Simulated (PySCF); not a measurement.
C3H12OSi2, SMILES C[SiH2]CO[SiH2]C. Heavy atoms are numbered as in [CH3:1][SiH2:2][CH2:3][O:4][SiH2:5][CH3:6]. Hydrogens are named by the atom that carries them.

Coordinates come from a B3LYP-D3(BJ)/def2-SVP optimisation. The values are those of a single conformer.

These are PySCF with PBE/def2-TZVP values and carry that method's errors.

Atomic charges (e), one atom of each kind:

| atom | Löwdin | IAO |
|---|---|---|
| C1 (CH3) | [?] | -0.72 |
| Si2 (SiH2) | [?] | 0.75 |
| C3 (CH2) | [?] | -0.34 |
| O4 | [?] | -0.62 |
| Si5 (SiH2) | 0.15 | 0.97 |
| C6 (CH3) | -0.47 | -0.75 |
| H on C1 | 0.14 | 0.17 |
| H on Si2 | -0.03 | -0.12 |
| H on C3 | 0.12 | 0.13 |
| H on Si5 | -0.03 | -0.13 |
| H on C6 | [?] | 0.17 |

Problem. Some entries are withheld; supply them. (The exact figures need the calculation; the answer reports its results.)

Solution. 
- C1 (CH3), Löwdin: -0.47
- Si2 (SiH2), Löwdin: 0.26
- C3 (CH2), Löwdin: -0.47
- O4, Löwdin: 0.07
- H on C6, Löwdin: 0.13

Computed Mayer and Wiberg (Löwdin basis) orders of the bonds:
| bond | Mayer | Wiberg |
|---|---|---|
| C1–Si2 | 1.02 | 1.25 |
| Si2–C3 | 0.98 | 1.13 |
| C3–O4 | 0.94 | 1.48 |
| O4–Si5 | 1.16 | 1.53 |
| Si5–C6 | 1.01 | 1.25 |
